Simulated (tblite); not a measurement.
C9H18Ge.
Cartesian coordinates in Å at the GFN2-xTB level; atoms count from 1:
```xyz
28
C9H18Ge angstrom
C      3.756    0.374   -0.400
C      2.447    0.495   -0.547
C      1.817    1.713   -1.142
Ge     1.245   -0.971    0.027
C     -0.002   -1.730   -1.330
C     -1.291   -1.927   -0.536
C     -1.533   -0.733    0.397
C     -1.870    0.528   -0.402
C     -2.492    1.628    0.450
C     -0.276   -0.539    1.248
H      4.192   -0.512    0.031
H      4.446    1.149   -0.703
H      2.567    2.446   -1.432
H      1.237    1.440   -2.024
H      1.139    2.172   -0.423
H      2.144   -2.041    0.625
H      0.340   -2.671   -1.755
H     -0.160   -1.039   -2.158
H     -1.192   -2.823    0.081
H     -2.147   -2.073   -1.200
H     -2.388   -0.965    1.043
H     -2.573    0.266   -1.198
H     -0.959    0.907   -0.870
H     -1.820    1.939    1.247
H     -3.418    1.282    0.905
H     -2.718    2.500   -0.161
H     -0.234    0.458    1.678
H     -0.277   -1.246    2.079
```

Computed with GFN2-xTB (tblite): harmonic, unscaled wavenumbers at the GFN2-xTB geometry, gas phase. This tight-binding method is rough: wavenumbers can miss measured ones by several per cent, in bad cases by 10 to 20. Modes of hydrogen on germanium can be 10 to 20 % off. One conformer, not necessarily the lowest.

Harmonic wavenumbers (cm⁻¹): 36.4, 51.9, 80.8, 106.9, 116.6, 171.2, 185.8, 217.6, 255.6, 266.6, 307.3, 345.2, 365.3, 381.3, 418.4, 526.9, 536.0, 566.6, 604.7, 638.7, 678.5, 686.4, 755.5, 792.1, 808.3, 870.0, 896.2, 922.7, 954.2, 962.2, 1003.1, 1003.9, 1034.3, 1050.2, 1063.0, 1077.1, 1096.4, 1116.5, 1145.0, 1182.3, 1202.9, 1212.3, 1254.2, 1258.3, 1279.1, 1327.0, 1334.7, 1364.3, 1389.4, 1409.4, 1418.4, 1460.9, 1465.4, 1473.7, 1481.2, 1489.7, 1495.4, 1507.4, 1508.8, 1684.4, 1875.1, 2909.5, 2948.5, 2959.8, 2965.1, 2968.3, 2972.2, 2980.5, 2986.2, 2997.3, 2999.1, 3006.3, 3020.2, 3025.4, 3026.8, 3035.8, 3059.8, 3094.4.

A = 1435, B = 718.2, C = 575.2 MHz; mass 200.062 u (most abundant isotopes); point group C1, symmetry number 1.

Problem. What is the zero-point energy?

Solution. Half the sum of the wavenumbers: 53062 cm⁻¹ = 634.77 kJ/mol.

Problem. Entropy at 200 K, 1 bar (ideal gas, RRHO, classical rotation)?

Solution. Translation 166.64, rotation 123.36, vibration 114.82: S = 404.8 J/(mol K).

Problem. And Cp and H(200 K) − H(0)?

Solution. Cp = 154.94 J/(mol K), of which vibrations give 121.68 (their classical limit is 78 R = 648.5); H(200 K) − H(0) = 19.01 kJ/mol without the zero-point energy, 12.36 from vibrations.

Problem. Blend soft modes into free rotors: weight 1/[1 + (100 cm⁻¹/ν̃)⁴] for the oscillator and the rest for a rotor with moment μB/(μ + B), μ = h/(8π²ν), B = 10⁻⁴⁴ kg m². What vibrational entropy results?

Solution. 105.38 J/(mol K) in place of 114.82, which changes −T·S at 200 K by +1.89 kJ/mol.

Problem. Which modes carry the vibrational entropy at 200 K?

Solution. 36.4 cm⁻¹: 19.48; 51.9 cm⁻¹: 16.55; 80.8 cm⁻¹: 12.94; 106.9 cm⁻¹: 10.70; 116.6 cm⁻¹: 10.02; 171.2 cm⁻¹: 7.09 J/(mol K); the other 72 give 38.04 together.

Problem. What must be added to the electronic energy to get the Gibbs energy at 200 K and 1 bar?

Solution. ZPE + [H(200 K) − H(0)] − T·S = 634.77 + 19.01 − 80.96 = 572.82 kJ/mol.

Problem. How do the functions run with temperature in this model?

Solution. 
```
 T (K)  S (J/(mol K))  Cp (J/(mol K))  H − H(0) (kJ/mol)  G − H(0) (kJ/mol)  ln q(vib)
   150          364.6           126.3              11.98             -42.70       4.51
   250          442.6           185.0              27.50             -83.14       8.23
298.15          477.7           215.1              37.13            -105.30      10.00
   400          549.8           277.5              62.26            -157.65      13.75
   600          682.2           376.9             128.27            -281.07      21.07
   900          855.2           474.9             257.24            -512.44      31.59
```

q(vib) and H(0) count from the zero-point level.

Hindered rotation and anharmonicity are outside this model. Other conformers, if any are populated, would add a mixing term that is left out. The structure is chiral; the term R ln 2 for an equal mix with its mirror image is left out.
